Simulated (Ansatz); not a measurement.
The first iterations of a band of CH6OSn + H2 (11 atoms, charge 0, multiplicity 1).

Theory: UKS PBE/def2-SVP (Ansatz 0.2.0).

| Property | Result |
| --- | --- |
| movable images | 1 |
| climbing image | yes |
| spring | 5.0 eV/Å² |
| optimiser | quadratic models (default) |
| start path | through a guess of the saddle point |
| force threshold | 0.05 eV/Å |
| iteration limit | 60 |
| end points | relaxed |

Image 0:

```xyz
11
Properties=species:S:1:pos:R:3
Sn -0.988 1.535 0.080
O 0.284 -0.041 0.031
C -0.204 -1.309 -0.346
H -1.640 1.737 -1.513
H 0.034 2.828 0.571
H -2.234 1.175 1.230
H 2.494 -0.330 0.574
H 3.225 -0.525 0.734
H -1.003 -1.700 0.333
H -0.610 -1.339 -1.389
H 0.642 -2.031 -0.304
```

Image 2:

```xyz
11
Properties=species:S:1:pos:R:3
Sn -0.608 1.753 0.823
O 1.025 -0.492 -0.659
C 0.293 -1.687 -0.870
H -1.751 0.720 0.049
H 0.354 2.616 -0.313
H -1.494 2.902 1.776
H 1.577 -0.618 0.136
H 0.380 0.849 1.918
H -0.408 -1.930 -0.035
H -0.318 -1.541 -1.784
H 0.951 -2.572 -1.042
```

| iteration | highest image above the first end (eV) | largest band force component (eV/Å) |
| --- | --- | --- |
| 1 | 1.329 | 3.600 |
| 2 | 1.172 | 2.224 |
| 3 | 0.952 | 1.460 |
| 4 | 0.519 | 0.979 |
| 5 | 0.529 | 2.988 |
| 6 | 0.259 | 0.590 |
| 7 | 0.176 | 0.376 |
| 8 | 0.218 | 0.550 |
| 9 | 0.216 | 0.560 |
| 10 | 0.198 | 0.685 |
| 11 | 0.193 | 0.775 |
| 12 | 0.258 | 1.419 |
| 13 | 0.411 | 1.663 |
| 14 | 0.512 | 1.764 |
| 15 | 0.571 | 1.738 |

**Question.** Does the band converge within its limit, and where does its top end?

**Answer.** The run converged. It ended after 46 iterations with the highest image 0.052 eV above the first end. The order of the stationary point at the top wasn't checked. A band with more images between the same ends climbed to 1.04 eV, so this one has probably stepped over the top. So few images can step over the top or miss a turn of the path. The orbitals were unrestricted but ended closed-shell.

The run took 65 s on 2 threads of AMD EPYC 9R14 (Zen 4) (shared host), peak memory 0.18 GiB.
